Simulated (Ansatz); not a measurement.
Conformers of F3H4NSi2 (`F[SiH2]N[SiH](F)F`), each relaxed with PBE0-D4/def2-TZVP in Ansatz. CBS adds the triple-zeta coupled-cluster correction to the MP2 limit.

Not all of them had a frequency check.

Conformer A:

Z-matrix (Å, degrees):
```
Si
N 1 1.720
F 1 1.597 2 111.3
H 1 1.479 2 108.5 3 116.8
H 1 1.475 2 109.2 3 -118.5
Si 2 1.700 1 129.7 3 92.6
H 2 1.012 1 115.1 3 -85.6
F 6 1.585 2 111.8 1 103.7
F 6 1.583 2 107.3 1 -13.0
H 6 1.470 2 113.4 1 -135.4
```

Conformer B:

Cartesian coordinates in Å:
```
F -0.265 -1.313 -2.244
Si 0.715 -0.471 -1.305
N 0.192 -0.481 0.329
Si -0.735 0.685 1.147
F -2.037 0.033 1.772
F 0.059 1.269 2.388
H 0.694 0.926 -1.785
H 2.041 -1.117 -1.401
H 0.437 -1.307 0.862
H -1.102 1.777 0.236
```

Question: Which is lowest in electronic energy at CCSD(T)/CBS (frozen core, def2 sets), and by how much? (Best estimate.)

Answer: Computed: B; A lies 1.4 kJ/mol higher. Gaps under about 2 kJ/mol don't settle the order.

Question: Give the energies relative to B (kJ/mol) with PBE0-D4/def2-TZVPP, B2PLYP/def2-TZVPP, PBE/def2-TZVPP, PBE0/def2-TZVPP, B3LYP/def2-TZVPP, SCS-MP2/def2-TZVPP, CCSD(T)/def2-TZVPP. (Estimate.)

Answer: The calculation gave: 
```
             level    A
PBE0-D4/def2-TZVPP  1.5
 B2PLYP/def2-TZVPP  1.5
    PBE/def2-TZVPP  2.0
   PBE0/def2-TZVPP  1.9
  B3LYP/def2-TZVPP  1.6
SCS-MP2/def2-TZVPP  1.5
CCSD(T)/def2-TZVPP  1.6
```

B3LYP here is the variant with VWN-RPA as its local correlation; programs differ in this.
